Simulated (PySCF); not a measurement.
C₆H₆N, SMILES Nc1[c]cccc1, multiplicity 2. Geometry: r2SCAN-D4/def2-SVP. The isomer is the one that the SMILES or the coordinates give; other isomers of the formula were not compared. Other conformers were not sampled.

These are r2SCAN-D4/def2-SVP in PySCF values and carry that method's errors.

Harmonic wavenumbers (cm⁻¹): 215, 346, 379, 409, 487, 521, 540, 624, 691, 733, 822, 837, 914, 970, 974, 1039, 1058, 1134, 1159, 1263, 1331, 1397, 1474, 1496, 1584, 1620, 1677, 3152, 3169, 3183, 3199, 3578, 3694. Rotational constants (GHz): 5.988, 2.564, 1.797; symmetry number 1.

### Question
Work out the zero-point energy and the ideal-gas rigid-rotor harmonic-oscillator thermochemistry at 298.15 K and 1 atm.

### Answer
ZPE = ½ Σ hcν = ½ × 45671 cm⁻¹ = 273.17 kJ/mol. H − E(el) = 290.87 kJ/mol. Entropy in J/(mol K): translation 165.16, rotation 112.37, vibration 38.09, spin 5.76, total 321.38. G − E(el) = 195.05 kJ/mol. Cp = 104.22 J/(mol K).
